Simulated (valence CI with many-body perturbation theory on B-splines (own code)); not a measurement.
## Sensitivity of CI+MBPT for Nb¹⁰⁺

Calculated by configuration interaction combined with many-body perturbation theory (CI+MBPT): three valence electrons over a frozen Dirac-Fock core [Ar] 3d10, radial functions for each j: 6 s, 6 p, 5 d, 3 f, 1 g, with the one-electron correlation potential Σ1, the two-electron term Σ2, the three-electron term Σ3, Breit, model QED; selected CI, second order for the rest (own B-spline code, finite nucleus).

No measured levels were compared; by estimate levels hold to about 250 cm⁻¹ or 0.2 % of their energy and the worst to 1 %, as in measured heavy ions of charge 2 to 7; those with d or f electrons hold less well.

The reference run has the lowest level 4s2.4p 2P°_1/2 and an ionisation energy of 200.813 eV. Its largest variational space holds 3247 state functions.

Names give the largest LS component (configuration and term), which can be under half, so a name can repeat, a term be missing and a line seem to break the LS rules; names also repeat where a configuration has a term twice. Letters in brackets count levels of one name in rising energy.

Changed runs:
A. highest l with Σ1, explicit Σ2 and valence Breit (higher l get mean screening factors) 3 → 2
B. correlating orbitals by l 3 3 3 2 1 → 4 4 0 0 0
C. correlating orbitals by l 3 3 3 2 1 → 4 4 3 0 0
D. box radius (bohr) 10.419 → 1.47 (bad on purpose)

Excitation energies of the reference run in cm⁻¹, and shifts in cm⁻¹:

```
                 Level  Reference        A       B       C
        4s2.4p 2P°_3/2      23916     -2.2     -31     -16
         4s.4p2 4P_1/2     181962      -46    -611    -389
         4s.4p2 4P_3/2     193208      -52    -679    -437
         4s.4p2 4P_5/2     204232      -47    -614    -389
         4s.4p2 2D_3/2     240951      +18    +215    +210
         4s.4p2 2D_5/2     246084      +14    +146    +162
         4s.4p2 2S_1/2     275428      +72    +890    +708
         4s.4p2 2P_1/2     299594      +69    +877    +700
         4s.4p2 2P_3/2     305733      +33    +665    +508
         4s2.4d 2D_3/2     390375     +375   +1054   +1000
         4s2.4d 2D_5/2     393879     +373   +1036    +980
       4p3 4S°_3/2 [a]     456095      -16    -158    -116
Ionisation energy (eV)    200.813  -0.0043  -0.080  -0.052
```

Run D: It gave no result. The program said: "need at least one array to concatenate".
